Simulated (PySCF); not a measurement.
**P: excitation energy**

P [Ne] 3s2 3p3 (4S) → P [Ne] 3s1 3p4 (4P), as a difference of total energies. Calculation: PySCF 2.14, in aug-cc-pV(Q+d)Z; the non-relativistic Hamiltonian (point nucleus). Correlated levels: valence: [Ne] frozen. The calculations carry no spin-orbit coupling.

Problem. Order these methods by the excitation energy they give, lowest first.
A. CCSD (valence)
B. CCSD(T) (valence)
C. UHF
D. MP2 (valence)

Solution. B (7.382 eV), A (7.563 eV), C (7.893 eV), D (8.025 eV).

Errors of the correlated levels include the incompleteness of this basis and the frozen core.

The coupled-cluster amplitudes are large for the upper state (T1 above 0.03 or a double amplitude above 0.15), so a single reference is strained.

For comparison: 7.395 eV (measured; NIST levels, between the centres of gravity of the two terms).
